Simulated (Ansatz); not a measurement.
`C[O][GeH]` + HCl → `[Cl][GeH]` + CH₃OH at 400 K and 1 bar (ligand exchange at a Ge–O bond).

Calculated with Ansatz (gas phase, PBE0-D4/def2-TZVP geometries, no zero-point term in ΔE). CCSD(T)/CBS is the MP2 limit (def2-TZVPP, def2-QZVPP) plus CCSD(T) − MP2 in def2-TZVPP, frozen cores. This one scheme is used for every species. For Ge outer-core shells are correlated without core-valence functions, which leaves a few kJ/mol of doubt a bond. Scalar relativity is left out up to krypton.

| species | CCSD(T)/CBS energy (Eh) | H − E (kJ/mol) | S (J/(mol·K)) |
| --- | --- | --- | --- |
| `C[O][GeH]` | -2191.71863 | 148.2 | 313.9 |
| HCl | -460.38127 | 29.6 | 195.4 |
| `[Cl][GeH]` | -2536.49422 | 33.6 | 277.3 |
| CH₃OH | -115.61712 | 151.2 | 252.6 |

H − E and S are ideal-gas, rigid-rotor, harmonic terms from PBE0-D4/def2-TZVP. 1 Eh = 2625.50 kJ/mol, R = 8.31446 J/(mol·K).

Problem. By hand: ΔE, ΔH, ΔS and ΔG.

Solution. ΔE = (-2536.49422) + (-115.61712) − (-2191.71863) − (-460.38127) = -0.01144 Eh = -30.0 kJ/mol. Δ(H − E) = 33.6 + 151.2 − 148.2 − 29.6 = 7.0, so ΔH = -23.0 kJ/mol. ΔS = 277.3 + 252.6 − 313.9 − 195.4 = 20.6 J/(mol·K). ΔG = -23.0 − 400 × (20.6)/1000 = -31.2 kJ/mol.

Problem. By hand: the equilibrium constant, and the temperature at which ΔG would vanish if ΔH and ΔS stayed fixed.

Solution. log₁₀ K = −ΔG/(RT ln 10) = 4.1. ΔH and −TΔS have one sign here, so there is no such temperature.

TΔS isn't small against ΔH here. A doubt of 5 kJ/mol in ΔE shifts log₁₀ K by 0.7 here. These are equilibria of isolated gas molecules and say nothing of rates. Largest T1 diagnostic: 0.016 (customary marks: 0.02 for closed shells, 0.045 for open ones).
